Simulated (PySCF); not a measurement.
C₅H₁₅NSi₂.
Geometry (PBE0-D3(BJ)/def2-SVP, Å), atoms numbered from 1 in this order:
```xyz
23
C5H15NSi2 angstrom
C      4.552   -0.199   -0.279
Si     2.959   -1.172   -0.061
C      1.467   -0.139   -0.540
C      0.466    0.190    0.297
Si    -1.000    1.240   -0.210
N     -2.475    0.368    0.071
C     -3.713    1.023    0.402
C     -2.631   -0.980   -0.414
H      4.553    0.696    0.361
H      4.670    0.127   -1.325
H      5.427   -0.813   -0.016
H      2.788   -1.599    1.364
H      3.013   -2.400   -0.919
H      1.411    0.234   -1.575
H      0.505   -0.182    1.332
H     -0.746    1.626   -1.643
H     -1.104    2.491    0.603
H     -4.274    0.444    1.160
H     -4.384    1.148   -0.473
H     -3.524    2.022    0.823
H     -1.649   -1.442   -0.600
H     -3.156   -1.611    0.327
H     -3.210   -1.033   -1.359
```

Method: delta-SCF UKS SCAN, pcX-2 on the ionised atom, pcseg-1 elsewhere, spin-free X2C (PySCF). Every row has its own mixed basis.

| ionised atom | basis functions | E(ionised) (Eh) | binding energy (eV) |
| --- | --- | --- | --- |
| C1 | 226 | -823.71267 | 290.115 |
| C3 | 226 | -823.72511 | 289.824 |
| C4 | 226 | -823.72910 | 289.721 |
| C7 | 226 | -823.66755 | 291.337 |
| N6 | 226 | -819.53900 | 404.043 |
| Si2 | 237 | -766.58824 | 1846.030 |
| Si5 | 237 | -766.58673 | 1846.174 |

Problem. Fill in the total energy of each ground state.

Solution. With binding energy = E(ionised) − E(ground) and 27.2114 eV a hartree:

| atom | binding energy (Eh) | E(ground) (Eh) |
| --- | --- | --- |
| C1 | 10.6615 | -834.3742 |
| C3 | 10.6508 | -834.3759 |
| C4 | 10.6470 | -834.3762 |
| C7 | 10.7064 | -834.3740 |
| N6 | 14.8483 | -834.3873 |
| Si2 | 67.8403 | -834.4286 |
| Si5 | 67.8457 | -834.4324 |

Problem. How much do the ground-state energies differ, and what would follow from using one of them for all holes?

Solution. They run from -834.4324 Eh (core basis on Si5) to -834.3740 Eh (on C7), 0.0584 Eh or 1.59 eV apart, for one and the same state in different bases and grids. Pairing the ion of C7 with the ground state of Si5 would put its binding energy 1.59 eV too high.

The listed C 1s values span 1.62 eV, from C4 (bonded to C (double bond), H and Si) to C7/C8 (bonded to N and 3 H). Summing the Pauling electronegativity differences to the bonded atoms, each weighted by its formal bond order, gives -1.00 for the lowest site and -0.56 for the highest; no listed site has a larger sum than the highest. The smallest sum, -1.70, belongs to C1, 0.40 eV above the lowest.

Only 1s holes are shown. One atom of each set of topologically equivalent atoms was ionised and stands for the set; in this conformer not all members are related by symmetry, and their own values weren't computed. One conformer (not necessarily the lowest) at the PBE0-D3(BJ)/def2-SVP geometry, without solvent, vibrations or thermal averaging.

The run took 2.8 min of wall time on an Arm Neoverse V1 with one thread, shared host with 32 logical CPUs at a one-minute load of 15, and the process peaked at 0.73 GiB of memory.
